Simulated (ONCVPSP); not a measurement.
## Which change was made? (N, ONCV)

```
Element                 : nitrogen
Generator               : ONCVPSP 4.0.1
Type                    : optimised norm-conserving Vanderbilt (ONCV)
Functional              : PBE
Relativity              : scalar-relativistic
Frozen core             : [He]
Valence charge          : 5
Reference configuration : 2s2 2p2 (charge +1)
Partial waves           : 2s: rc 0.75 bohr, ncon 5, nbas 9, qcut 7.6 1/bohr, 2 projectors, debl 3.3 Ha; 2p: rc 2.10 bohr, ncon 4, nbas 8, qcut 7 1/bohr, 2 projectors, debl 2.5 Ha; d scattering state at 0.32 Ha: rc 2.00 bohr, ncon 4, nbas 8, qcut 4.2 1/bohr, 2 projectors, debl 3.5 Ha
Local potential         : polynomial inside 0.55 bohr (lpopt 1, dvloc0 0 Ha)
Core correction         : Teter function, fcfact 4.5, rcfact 1.5
```

Cutoffs, loose and tight: the cutoffs (Ha) at which the residual kinetic energy of the hardest occupied pseudo-wave falls to 1 and 0.1 mHa per electron. They do not see the model core or the augmentation charge, which bear on the density cutoff. Test errors are all-electron minus pseudo excitation energies from the reference, over the configurations 2s2 2p3; 2s2 2p1; 2s2 2p0; 2s1 2p4; variants that change the core or the reference have their own tests.

The base gives: outcome: generated; cutoff, loose: 174 Ha; cutoff, tight: 379 Ha; bound ghosts: none; GHOST(+) flags above zero: s, d; largest test error (meV): +1331.

After one change the result is: outcome: generated; cutoff, loose: 174 Ha; cutoff, tight: 379 Ha; bound ghosts: none; GHOST(+) flags above zero: s, p, d; largest test error (meV): +2993. Which change was it?
A. p: qcut 4.8
B. p: qcut 10.3
C. p: qcut 4

C. The others give: p: qcut 4.8 → outcome: generated; cutoff, loose: 174 Ha; cutoff, tight: 379 Ha; bound ghosts: none; GHOST(+) flags above zero: s, p, d; largest test error (meV): +2327 | p: qcut 10.3 → outcome: generated; cutoff, loose: 174 Ha; cutoff, tight: 379 Ha; bound ghosts: none; GHOST(+) flags above zero: s, d; largest test error (meV): +852.
